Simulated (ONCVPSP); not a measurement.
## Dy: variants of one ONCV potential

Base potential:

```json
{
  "Element": "dysprosium (Dy)",
  "Generator": "ONCVPSP 4.0.1",
  "Type": "optimised norm-conserving Vanderbilt (ONCV)",
  "Functional": "Wu-Cohen",
  "Relativity": "scalar-relativistic",
  "Frozen core": "[Kr] 4d10 4f9",
  "Valence charge": "11",
  "Reference configuration": "5s2 5p6 5d1.5 6s1.5",
  "Partial waves": "5s+6s: rc 2.30 bohr, ncon 3, nbas 7, qcut 5.1 1/bohr, 3 projectors, debl 1.5 Ha; 5p: rc 1.65 bohr, ncon 4, nbas 7, qcut 5.3 1/bohr, 2 projectors, debl 3.7 Ha; 5d: rc 2.30 bohr, ncon 4, nbas 8, qcut 4.5 1/bohr, 2 projectors, debl 3 Ha",
  "Local potential": "polynomial inside 1.10 bohr (lpopt 5, dvloc0 2 Ha)",
  "Core correction": "Teter function, fcfact 4.75, rcfact 1.45"
}
```

Cutoffs, loose and tight: the cutoffs (Ha) at which the residual kinetic energy of the hardest occupied pseudo-wave falls to 1 and 0.1 mHa per electron. They do not see the model core or the augmentation charge, which bear on the density cutoff. Test errors are all-electron minus pseudo excitation energies from the reference, over the configurations 5s2 5p6 5d1 6s2; 5s2 5p6 5d1 6s1; 5s2 5p6 5d1 6s0; 5s2 5p6 5d0 6s2. A dash means not determined; rows that change the core or the reference have their own tests. The largest error is taken over the tests solved by every variant that gives reliable tests at all: 5s2 5p6 5d1 6s0; 5s2 5p6 5d1 6s1; 5s2 5p6 5d1 6s2.

A true bound ghost makes a file unfit for plane-wave use even where its test errors are small: the radial tests pick states by their node count and pass the ghost by.

| change | outcome | cutoff, loose | cutoff, tight | bound ghosts | GHOST(+) flags above zero | largest test error (meV) |
| --- | --- | --- | --- | --- | --- | --- |
| base | generated | 26 Ha | 52 Ha | none | s, p | -5.0 |
| non-relativistic | generated | 26 Ha | 51 Ha | none | s, p | +4.1 |
| core correction Teter function, fcfact 5.6, rcfact 1.45 | generated | 26 Ha | 52 Ha | none | s, p | -5.0 |
| d: debl 3.1 | generated | 26 Ha | 52 Ha | none | s, p | -5.0 |
| core correction none | generated | 26 Ha | 52 Ha | none | s, p | -5.4 |

(1) What comes out with this change to the base: p: nbas 9?

(2) What comes out with this change to the base: s: nproj 2?

(3) What comes out with this change to the base: p: ncon 5, nbas 8?

Results:

(1) outcome: generated; cutoff, loose: 17 Ha; cutoff, tight: 91 Ha; bound ghosts: none; GHOST(+) flags above zero: s, p; largest test error (meV): -5.0.

(2) outcome: generated; cutoff, loose: 26 Ha; cutoff, tight: 52 Ha; bound ghosts: s; GHOST(+) flags above zero: p; largest test error (meV): -5.1.

(3) outcome: generated; cutoff, loose: 54 Ha; cutoff, tight: 69 Ha; bound ghosts: none; GHOST(+) flags above zero: s, p; largest test error (meV): -5.0.
